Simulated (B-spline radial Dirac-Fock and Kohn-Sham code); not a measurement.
**How the levels of lanthanum move as electrons are removed**

These are calculated numbers from an atomic code on a B-spline grid; the model is multi-electron Dirac-Fock with separately optimised hole states, Breit and Lamb-shift corrections added in first order. Each ion is free and in its tabulated ground configuration. Electron correlation is not included.

Reference: La, [Xe] 5d1 6s2, with K 38936.2 eV, L2 5904.8 eV, L3 5496.8 eV, M5 846.3 eV, N1 295.2 eV, Kα1 (K-L3) 33439.3 eV, Kβ1 (K-M3) 37795.7 eV, Lα1 (L3-M5) 4650.5 eV. Shifts from it, in eV (a dash: the subshell is empty, belongs to an open shell averaged over j, or its hole state is left out as unreliable):

```csv
ion,configuration,K,L2,L3,M5,N1,Kα1,Kβ1,Lα1
La⁺,[Xe] 5d2,?,?,?,?,?,?,?,?
La²⁺,[Xe] 5d1,+13.8,+13.8,+13.8,+13.8,+13.6,+0.05,+0.09,+0.03
La³⁺,[Kr] 4d10 5s2 5p6,+25.3,+25.3,+25.3,+25.2,+24.9,-0.06,+0.06,+0.11
La⁴⁺,[Kr] 4d10 5s2 5p5,+41.0,+40.9,+40.9,+40.6,+39.8,+0.17,+0.52,+0.31
La⁵⁺,[Kr] 4d10 5s2 5p4,+57.7,+57.3,+57.3,+56.7,+55.5,+0.48,+1.14,+0.52
La⁶⁺,[Kr] 4d10 5s2 5p3,+75.3,+74.4,+74.5,+73.7,+71.8,+0.81,+1.82,+0.80
La⁷⁺,[Kr] 4d10 5s2 5p2,+93.7,+92.6,+92.5,+91.4,+88.8,+1.20,+2.61,+1.12
La⁸⁺,[Kr] 4d10 5s2 5p1,+113.0,+111.4,+111.4,+109.9,+106.4,+1.64,+3.52,+1.49
La⁹⁺,[Kr] 4d10 5s2,+133.1,+131.0,+130.9,+129.0,+124.7,+2.13,+4.54,+1.90
```

Q: Give the missing shifts for La⁺.

A: K +3.8, L2 +3.7, L3 +3.7, M5 +3.7, N1 +3.7, Kα1 +0.14, Kβ1 +0.14, Lα1 -0.02 (eV).

Over this range K (1s) moves by +133.1 eV and Kα1 by +2.1 eV: a line is a difference of two levels that shift in the same direction.
